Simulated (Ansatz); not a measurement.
## InSiNH6 (SMILES N[SiH2][InH2]): the energy, rung by rung

The species is InSiNH6 (9 atoms), meant as a singlet with charge 0. SMILES: `N[SiH2][InH2]`. Geometry: optimised at PBE0/def2-SVP. This is one conformer, not always the lowest.

Quantity: the adiabatic ionisation energy (to the doublet cation, shapes relaxed at PBE0/def2-SVP, no zero-point term), in eV. The values are calculated.

```tsv
level	kind	program	value (eV)	CPU time (all runs)
HF/def2-SVP (core potential)	Hartree–Fock	Ansatz	6.98	3.5 s
PBE/def2-SVP (core potential)	GGA	Ansatz	7.42	4 s
r2SCAN/def2-SVP (core potential)	meta-GGA	Ansatz	7.51	7.8 s
B3LYP/def2-SVP (core potential)	global hybrid	Ansatz	7.58	6.1 s
wB97M-V/def2-SVP (core potential)	range-separated hybrid	Ansatz	7.73	23 s
MP2/def2-SVP (core potential)	perturbation theory	Ansatz	7.50	3.7 s
```

Spin-orbit coupling, which can split open shells on such heavy atoms by tenths of an eV, is left out. The values span 6.98 to 7.73 eV. In the correlated wave-function rows the outer d shell of In is correlated, in sets not made for it. CPU times are rough (shared hosts, several kinds of processor): they show what a rung costs within a factor of a few.
